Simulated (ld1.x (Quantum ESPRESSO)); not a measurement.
Results of a calculation; reference values are marked as such.
Potentials for aluminium compared

Generated with ld1.x 7.5 (TM, RRKJ, ultrasoft, PAW), atompaw 4.2 or ONCVPSP 4.0.1. The cutoff is in Ry: for ld1.x and atompaw files where the sum of valence levels is converged to 10 mRy in a Bessel basis, for ONCV files where the hardest occupied wave has 1 mHa per electron of residual kinetic energy. The error is the largest all-electron minus pseudo excitation energy over each file’s own four to seven test configurations (ionisations up to +4, promotions, holes and added fractions of an electron), all of which were solved. The labels leave out finer settings (local radius, basis sizes, second energies), which also bear on the numbers. Spin-polarised tests are not counted. The rows are a selection from randomly drawn settings: files with unsolved tests, undetermined cutoffs or missed reference levels are left out.

| potential | cutoff (Ry) | largest error (meV) | bound ghosts |
| --- | --- | --- | --- |
| RRKJ, PBE, non-relativistic, rc 1.70/2.05/2.10 (spd), local s, core correction yes, reference 3s1.5 3p1.5 | 10 | +22 | none |
| ultrasoft, LDA (PZ), non-relativistic, rc 2.25/2.60 (sp), local smoothed, core correction no, reference 3s2 3p0 | 6 | +57 | none |
| ultrasoft, PBEsol, scalar-relativistic, rc 2.25/2.55 (sp), local smoothed, core correction yes, reference 3s2 3p1 | 6 | -12 | none |
| TM semilocal, LDA (PZ), non-relativistic, rc 2.05/1.70 (sp), local p, core correction yes, reference 3s1.5 3p1.5 | 21 | +8.7 | none |
| ultrasoft, LDA (PZ), non-relativistic, rc 1.90/2.35/2.30 (spd), local smoothed, core correction yes, reference 3s2 3p1 | 8 | -14 | none |
| TM, LDA (PZ), scalar-relativistic, rc 1.60/2.25 (sp), local s, core correction no, reference 3s1.5 3p1.5 | 18 | +70 | none |
| TM, LDA (PZ), scalar-relativistic, rc 2.15/2.20 (sp), local smoothed, core correction yes, reference 3s2 3p0.75 | 10 | +23 | none |
| RRKJ, LDA (PZ), non-relativistic, rc 2.05/1.80 (sp), local s, core correction yes, reference 3s2 3p1 | 10 | +12 | none |

(1) Fill in the row for Al: PAW, PBE, scalar-relativistic, rc 1.90/2.35 (sp), local smoothed, core correction yes, reference 3s2 3p0.

Answers

(1) cutoff 8 Ry, largest error -12 meV, bound ghosts: none.
